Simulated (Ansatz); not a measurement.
`C=C1C[SiH2]1` and `C=C1C[SiH]1CF` differ in one atom or group.

Ansatz, PBE0-D4/def2-TZVP geometries, multiplicity 1. Each molecule was computed in one conformer, which needn't be the lowest.

| property | `C=C1C[SiH2]1` |
| --- | --- |
| HOMO energy (PBE/def2-TZVPP) / eV | -6.13 |
| size of the dipole moment (ωB97M-V/def2-TZVPP) / D | 0.23 |
| HOMO–LUMO gap (PBE0/def2-TZVPP) / eV | 6.71 |
| size of the dipole moment (PBE/def2-TZVPP) / D | 0.24 |
| LUMO energy (B3LYP/def2-TZVPP) / eV | -0.76 |
| HOMO–LUMO gap (ωB97M-V/def2-TZVPP) / eV | 10.97 |

Give the same properties after the change, and the shifts. (Estimate.)

Ansatz gave: 
| property | `C=C1C[SiH]1CF` | shift |
| --- | --- | --- |
| HOMO energy (PBE/def2-TZVPP) / eV | -6.18 | -0.05 |
| size of the dipole moment (ωB97M-V/def2-TZVPP) / D | 1.62 | 1.39 |
| HOMO–LUMO gap (PBE0/def2-TZVPP) / eV | 6.69 | -0.02 |
| size of the dipole moment (PBE/def2-TZVPP) / D | 1.61 | 1.37 |
| LUMO energy (B3LYP/def2-TZVPP) / eV | -0.86 | -0.10 |
| HOMO–LUMO gap (ωB97M-V/def2-TZVPP) / eV | 10.93 | -0.04 |

Dipoles are sizes alone; their direction can turn.

B3LYP here is the variant with VWN-RPA as its local correlation; programs differ in this.
